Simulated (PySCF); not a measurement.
# Electron correlation in V³⁺ (vanadium, charge +3)

[Ar] 3d2, high-spin 3F determinant. All numbers are calculated (PySCF 2.14, the non-relativistic Hamiltonian (point nucleus), in def2-QZVPPD). Frozen: [Ar]; 2 electrons correlated.

With two correlated electrons CCSD is exact within the correlated space (frozen core and kept virtual orbitals).

```json
{"level": "CCSD", "correlation energy (mhartree)": "-5.62"}
```

Diagnostics: T1 = 0.00083, D1 = 0.0012, largest double amplitude 0.012.

Cost of the coupled-cluster step: about 8 core-seconds, for 2 correlated electrons.

Iterations:

```
CC2 = 0
CCSD nocc = (np.int64(2), np.int64(0)), nmo = (84, 84)
frozen orbitals [[0, 1, 2, 3, 4, 5, 6, 7, 8], [0, 1, 2, 3, 4, 5, 6, 7, 8]]
max_cycle = 100
direct = 0
conv_tol = 1e-08
conv_tol_normt = 1e-06
diis_space = 8
diis_start_cycle = 0
Init t2, MP2 energy = -0.00464526154066072
Init E_corr(UCCSD) = -0.00464526154071122
cycle = 1  E_corr(UCCSD) = -0.00542732715021427  dE = -0.00078206561  norm(t1,t2) = 0.00543254
cycle = 2  E_corr(UCCSD) = -0.0055782516480656  dE = -0.000150924498  norm(t1,t2) = 0.00132178
cycle = 3  E_corr(UCCSD) = -0.00562193280287338  dE = -4.36811548e-05  norm(t1,t2) = 0.000363169
cycle = 4  E_corr(UCCSD) = -0.00562036521027485  dE = 1.5675926e-06  norm(t1,t2) = 2.79587e-05
cycle = 5  E_corr(UCCSD) = -0.00562040372245305  dE = -3.85121782e-08  norm(t1,t2) = 1.71722e-06
cycle = 6  E_corr(UCCSD) = -0.0056204017344229  dE = 1.98803015e-09  norm(t1,t2) = 2.37418e-07
UCCSD converged
E(UCCSD) = -941.1509804506968  E_corr = -0.0056204017344229
```
